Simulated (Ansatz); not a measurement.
Reaction (substitution at a C–B bond): `BCC=N` + H₂S → `N=CCS` + BH₃

Gas-phase electronic energies from Ansatz, PBE0-D4/def2-TZVP geometries. CBS: MP2 limit from def2 TZ/QZ plus the TZ coupled-cluster correction, frozen cores. This one scheme is used for every species. DFT in def2-TZVPP. B3LYP here is the variant with VWN-RPA as its local correlation; programs differ in this. Each species was taken in one conformer, which may not be the lowest.

(1) Is it downhill or uphill in electronic energy at CCSD(T)/CBS, and by how much? (An estimate is asked.)

(2) What do these levels give: B3LYP-D4, RPA@PBE/def2-TZVPP, HF/def2-SVP, HF/def2-TZVPP, HF/def2-QZVPP, SCS-MP2/def2-QZVPP? (Estimate.)

Largest T1 diagnostic among the species: 0.012.

Answers

(1) Computed: Uphill: ΔE = +62.4 kJ/mol.

(2) The calculation gave: B3LYP-D4 62.8, RPA@PBE/def2-TZVPP 55.9, HF/def2-SVP 65.4, HF/def2-TZVPP 58.3, HF/def2-QZVPP 58.6, SCS-MP2/def2-QZVPP 57.2 kJ/mol.

Leaving LDA and LC-ωPBE aside and taking each functional with its dispersion term where it has one, the values, not all of them listed here, spread over 10.5 kJ/mol, from BLYP-D4 to B97M-V. LDA lies +9.0 kJ/mol from PBE without D4.
